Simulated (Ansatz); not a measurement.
Input for Ansatz (a quantum-chemistry and plane-wave program): R-CCSD(T)/cc-pV(T+d)Z on SH (SMILES [SH+]), 2S+1 = 1, a spin state set in the input, which need not be the lowest, at the other state's geometry. Charge +1. Files ending in .json are basis or fitting sets from the Basis Set Exchange.

Ansatz 0.2 input:
```yaml
crystal:
  periodic: [false, false, false]
  atoms:
    - {symbol: S, position_ang: [-0.00000000, -0.00000000, -0.08065289]}
    - {symbol: H, position_ang: [0.00000000, 0.00000000, 1.29044625]}
basis:
  gaussian:
    orbitals: cc-pV_T+d_Z.json
total_charge: 1
magnetization: {spin_polarized: false}
correlation: {method: ccsd_t, electrons: outside_noble_gas}
scf: {omitted_lower_state_checks: [cluster_reference]}
```

Output:

```
WARN ansatz: RAYON_NUM_THREADS=2 ignored (pool sized by the plan → 2); use --threads N
Functional definition: HF
these checks for a lower state are left out or cut short: cluster_reference
integrals: 0.02 GiB planned
298 factors; integrals over basis functions are off by at most 1.3e-3 eV
mean field: 0.06 GiB planned
mean field evaluation 1: about -10821.1463 eV, gradient 9.2e0 eV
mean field evaluation 2: about -10821.1502 eV, gradient 9.3e0 eV
mean field evaluation 4: about -10821.3626 eV, gradient 6.0e-1 eV
mean field evaluation 8: about -10821.3644 eV, gradient 1.3e-3 eV
mean field evaluation 16: about -10821.3645 eV, gradient 8.2e-4 eV
mean field -10821.36444781 eV, -397.6778084727 hartree, gradient 1.6e-6 eV, S^2 0.000000; 2 other end points of the search recorded, 0 dependent functions left out; unrestricted orbitals would lower it
5 core orbitals not correlated
reference -10821.36444781 eV, -397.6778084727 hartree; 3, 3 occupied and 45, 45 virtual orbitals, 298 factors
second order -3.66767054 eV of doubles, -0.00000000 eV of singles
coupled cluster: 0.07 GiB planned
cycle   1  -4.25142843 eV  change   -5.8e-1 eV  update   6.2e-2
cycle   2  -4.52133258 eV  change   -2.7e-1 eV  update   3.4e-2
cycle   3  -4.56840894 eV  change   -4.7e-2 eV  update   2.2e-2
cycle   4  -4.60879869 eV  change   -4.0e-2 eV  update   1.7e-2
cycle   5  -4.64959435 eV  change   -4.1e-2 eV  update   1.1e-2
cycle   6  -4.66165431 eV  change   -1.2e-2 eV  update   3.8e-3
cycle   7  -4.66609596 eV  change   -4.4e-3 eV  update   1.3e-3
cycle   8  -4.66530356 eV  change    7.9e-4 eV  update   4.3e-4
cycle   9  -4.66536025 eV  change   -5.7e-5 eV  update   1.3e-4
cycle  10  -4.66540301 eV  change   -4.3e-5 eV  update   3.0e-5
cycle  11  -4.66539343 eV  change    9.6e-6 eV  update   6.9e-6
cycle  12  -4.66540029 eV  change   -6.9e-6 eV  update   1.7e-6
cycle  13  -4.66539906 eV  change    1.2e-6 eV  update   5.0e-7
coupled cluster: 0.07 GiB planned
perturbative correction -0.24562451 eV, -0.0090265344 hartree
Total energy: -10826.27547139 eV, -397.8582852604 hartree
Checks for a lower state left out: cluster_reference
```

The run converged.

Cost: roughly 0.9 core-seconds.
